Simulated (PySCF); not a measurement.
C2H6N2OSi, SMILES N1=COC[Si@H]1N. Atoms are numbered in the order given.

```xyz
12

N      2.1274     0.2009     0.6465
Si     0.7292     0.3947    -0.3393
C     -0.8228     0.9571     0.6431
O     -1.7751    -0.1117     0.4161
C     -1.2675    -1.0788    -0.3935
N     -0.1017    -1.0657    -0.8964
H      2.1186    -0.4335     1.4400
H      3.0495     0.2365     0.2231
H      1.1379     1.2755    -1.4627
H     -1.2756     1.8965     0.2886
H     -0.6617     1.0493     1.7294
H     -2.0144    -1.8735    -0.5460
```
Charge 0, spin multiplicity 1.

Geometry optimised at B3LYP-D3(BJ)/def2-SVP. The structure was generated by enumeration; whether it is a known compound was not checked. The values are those of a single conformer.

Computed with B3LYP-D3(BJ)/def2-SVP (PySCF).

Frequencies are harmonic and unscaled.

| mode | ν (cm⁻¹) | IR (km/mol) | moving atoms (share of kinetic energy) |
|---|---|---|---|
| 1 | 126 | 1.1 | N 31 %, O 25 %, H 24 %, C 14 % |
| 2 | 161 | 4.8 | H 55 %, N 24 %, C 11 % |
| 3 | 270 | 5.4 | H 39 %, N 23 %, Si 18 %, C 12 %, O 8 % |
| 4 | 282 | 21.0 | H 70 %, N 14 % |
| 5 | 412 | 177.7 | H 69 %, N 25 % |
| 6 | 462 | 26.5 | N 37 %, H 28 %, C 21 %, O 12 % |
| 7 | 490 | 16.1 | Si 36 %, O 20 %, N 19 %, C 13 %, H 12 % |
| 8 | 627 | 11.0 | H 77 %, C 18 % |
| 9 | 663 | 20.7 | C 39 %, Si 28 %, H 24 % |
| 10 | 721 | 20.3 | N 52 %, C 21 %, H 15 %, Si 9 % |
| 11 | 780 | 26.6 | H 78 %, C 8 % |
| 12 | 810 | 27.6 | H 64 %, N 14 %, C 12 %, Si 9 % |
| 13 | 863 | 28.7 | O 39 %, N 26 %, C 19 %, H 14 % |
| 14 | 888 | 55.5 | N 37 %, H 34 %, Si 27 % |
| 15 | 929 | 41.9 | C 57 %, O 30 %, H 11 % |
| 16 | 947 | 218.3 | H 63 %, Si 22 %, N 12 % |
| 17 | 992 | 4.0 | H 63 %, C 33 % |
| 18 | 1114 | 232.7 | C 53 %, O 22 %, H 17 % |
| 19 | 1201 | 6.5 | H 89 % |
| 20 | 1260 | 27.6 | H 59 %, C 20 %, O 19 % |
| 21 | 1360 | 5.5 | H 84 %, N 9 % |
| 22 | 1446 | 7.3 | H 92 % |
| 23 | 1547 | 53.2 | H 89 %, N 11 % |
| 24 | 1689 | 288.9 | C 56 %, N 39 % |
| 25 | 2255 | 133.0 | H 97 % |
| 26 | 3056 | 13.6 | H 95 % |
| 27 | 3110 | 10.2 | H 90 %, C 10 % |
| 28 | 3123 | 36.6 | H 91 %, C 9 % |
| 29 | 3567 | 30.0 | H 96 % |
| 30 | 3659 | 29.9 | H 91 %, N 9 % |
